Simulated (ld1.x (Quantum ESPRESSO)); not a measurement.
## nitrogen (N), TM semilocal: configuration errors across variants

N, norm-conserving Troullier–Martins (semilocal form), made with ld1.x (Quantum ESPRESSO) 7.5 (LDA (PZ), non-relativistic). Core [He], reference 2s2 2p2 (charge +1). Waves: 2p (bound): rc 1.45 bohr; 2s (bound): rc 0.90 bohr. Local part: the s channel. Core correction: none.

All-electron excitation energies from the reference (eV): (1) 2s2 2p3 -13.737; (2) 2s2 2p1 28.975; (3) 2s2 2p0 76.142; (4) 2s0 2p5 8.655; (5) 2s2 2p3.3 -15.404; (6) 2s1 2p3 11.420; (7) 2s2 2p2.5 -8.568; (8) 2s2 2p2 spin -1.689; (9) 2s2 2p3 spin -16.630.

Spin tests fill each open shell by Hund’s rule, majority spin first.

In the semilocal form every listed channel keeps its own potential, so the choice of the local channel does not act on these tests. It acts once the file is put into the separable form.

A semilocal file is local in each channel, so a ghost entry of none says nothing of the separable form that plane-wave codes build from it.

3 further variants failed, have other tests or another functional or relativity, and are left out.

Errors AE − PS in meV (a dash: test not solved or not reliable):

| change | (1) | (2) | (3) | (4) | (5) | (6) | (7) | (8) | (9) | bound ghosts |
| --- | --- | --- | --- | --- | --- | --- | --- | --- | --- | --- |
| base | +5.0 | +55 | +446 | +108 | +4.0 | +19 | +2.9 | +186 | +289 | none |
| all radii scaled by about 1.18 (s 1.06, p 1.72 bohr) | +9.4 | +101 | +755 | +173 | +6.8 | +22 | +5.7 | +150 | +262 | none |
| wave 2s (bound): rc 0.90 bohr becomes 2s (bound): rc 1.22 bohr | +8.7 | +66 | +502 | +139 | +9.0 | +23 | +4.2 | +186 | +295 | none |
| form changed from semilocal to separable (Kleinman–Bylander), still TM; local potential all-electron potential smoothed inside 0.95 bohr (lloc = -2) | +11 | +60 | +450 | +117 | +14 | +19 | +4.7 | +187 | +292 | none |
| core correction a·sin(br)/r model core inside 0.52 bohr | +2.4 | +42 | +340 | +90 | +0.8 | +16 | +1.9 | +60 | +103 | none |
| type PAW, which also changes the form from semilocal to separable; waves now 2s (bound): rcut 0.80, rcutus 0.90 bohr; 2s channel at -1.7 Ry: rcut 0.80, rcutus 0.90 bohr; 2p (bound): rcut 1.25, rcutus 1.45 bohr; 2p channel at -1.25 Ry: rcut 1.25, rcutus 1.45 bohr; local potential all-electron potential smoothed inside 1.30 bohr (lloc = -1); core correction a·sin(br)/r model core, default radius (ld1.x builds one for every PAW set, though the input has nlcc=.false.); augmentation BESSEL, radius 0.80 bohr | -1.4 | -3.3 | +3.6 | +0.6 | -1.8 | +0.9 | -0.6 | +0.6 | -4.0 | none |
| all radii scaled by about 1.05 (s 0.94, p 1.52 bohr) | +5.6 | +65 | +512 | +121 | +4.2 | +20 | +3.4 | +178 | +282 | none |
| wave 2s (bound): rc 0.90 bohr becomes 2s (bound): rc 0.88 bohr | +5.0 | +55 | +446 | +107 | +4.0 | +19 | +2.9 | +186 | +289 | none |

Question: Give the same row for: wave 2p (bound): rc 1.45 bohr becomes 2p (bound): rc 1.16 bohr.

Answer: +4.1, +32, +276, +72, +4.5, +16, +1.9, +210, +309; bound ghosts: none.
